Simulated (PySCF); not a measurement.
Species: (HGe)4S6 adamantane, Ge₄H₄S₆.
Bonds: Ge1–S3, Ge1–S9, Ge1–S13, S3–Ge4, Ge4–S6, Ge4–S14, S6–Ge7, Ge7–S9, Ge7–S10, S10–Ge11, Ge11–S13, Ge11–S14. Hydrogens: H2 on Ge1; H5 on Ge4; H8 on Ge7; H12 on Ge11.

Computed, not measured: PBE0-D3(BJ)/def2-SVP geometry optimisation, gas phase in PySCF.

Task: Give the optimised bond lengths and angles.

Result: 
```csv
bond,length (pm)
Ge1–H2 and 3 like bonds,153.2
Ge1–S3 and 11 like bonds,222.6
```

Bonds in one row agree within 1 pm and their mean is given. A selection of angles:
```csv
angle,degrees
S3–Ge1–S9,112.9
S3–Ge1–S13,112.5
Ge1–S3–Ge4,102.7
Ge4–S6–Ge7,102.5
```

Dihedral angles: S9–Ge1–S3–Ge4 -64° (synclinal); S3–Ge1–S9–Ge7 64° (synclinal); S3–Ge1–S13–Ge11 -64° (synclinal); Ge1–S3–Ge4–S6 64° (synclinal); S3–Ge4–S6–Ge7 -65° (synclinal); S3–Ge4–S14–Ge11 64° (synclinal); Ge4–S6–Ge7–S9 65° (synclinal); S6–Ge7–S9–Ge1 -65° (synclinal); S6–Ge7–S10–Ge11 65° (synclinal); Ge7–S10–Ge11–S13 64° (synclinal); S10–Ge11–S13–Ge1 -65° (synclinal); S10–Ge11–S14–Ge4 65° (synclinal).

All 12 Ge–S bonds measure 2.225 to 2.228 Å. S3 (sulfur bonded to 2 Ge) is bent (angle 102.7°). Ge1 (germanium bonded to 3 S and H) is distorted tetrahedral (angles from 106.0° to 112.9°).

Point group: Td (every atom within 0.08 Å of its image). PBE0-D3(BJ)/def2-SVP frequencies: not computed here. One conformer, not necessarily the lowest.
